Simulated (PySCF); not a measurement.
## Identify the compound

The spectra below were simulated for a compound C₂H₈N₂Si₂.

1H NMR (600 MHz, computed): δ 4.98 (s, 2H), 4.68 (s, 3H), 3.00 (s, 3H).

13C{1H} NMR (computed): δ 124.1, 36.1.

PySCF 2.14.0 with density-fitted response routines calculation with GFN2-xTB geometry and σ from GIAO-PBE0/pcSseg-1; non-relativistic, isolated molecule, one averaged value for each set of equivalent atoms, single conformer.

Referencing at the same level of theory: TMS for 1H (σref 31.72) and 13C (σref 186.93).

Task: Choose the structure that fits.
A. CN([SiH3])[SiH2]C#N
B. N#C[C@H]([SiH3])[SiH2]N
C. C#C[Si@H](N)N[SiH3]
D. C[Si@](N)([SiH3])C#N
E. C[SiH2][Si@@H](N)C#N

Result: A. 

1. The formula gives 2 degrees of unsaturation (no ring in the answer).
2. 2 carbon signals for 2 carbons: no two carbons are equivalent.
3. Carbon types of the structure: 1 × C, 1 × CH3, leaving 5 H on heteroatoms.
4. δC 124.1: nitrile carbon; typical of a nitrile.
5. δC 36.1: methyl carbon bonded to N; deshielded by the electronegative neighbour.
6. δH 4.98: hydrogen on a silicon bonded to C, N.
7. δH 4.68: hydrogen on a silicon bonded to N.
8. δH 3.00: hydrogen on a methyl carbon bonded to N; its carbon carries N, an electronegative neighbour.

The others: C[SiH2][Si@@H](N)C#N would give 4 signals for carbon-bound and other non-exchanging H, not 3; C[Si@](N)([SiH3])C#N would give 2 signals for carbon-bound and other non-exchanging H, not 3; C#C[Si@H](N)N[SiH3] has carbons computed at 99.5, 92.6, with a different DEPT pattern; N#C[C@H]([SiH3])[SiH2]N would give 4 signals for carbon-bound and other non-exchanging H, not 3.

Shifts are as computed. Against solution values, carbons near 30 ppm lie about +3 ppm off and those near 130 ppm about +5 ppm. Of 1309 compounds with measured shifts, 239 miss one by over three times the rms of a fit or turn the order of signals round; such compounds aren't used in these exercises. No couplings were computed; multiplicities are counted from neighbouring protons, with m where these are inequivalent, close in shift, in a saturated or five-membered ring or joined by F or P, and br s for small geminal =CH2 splittings.
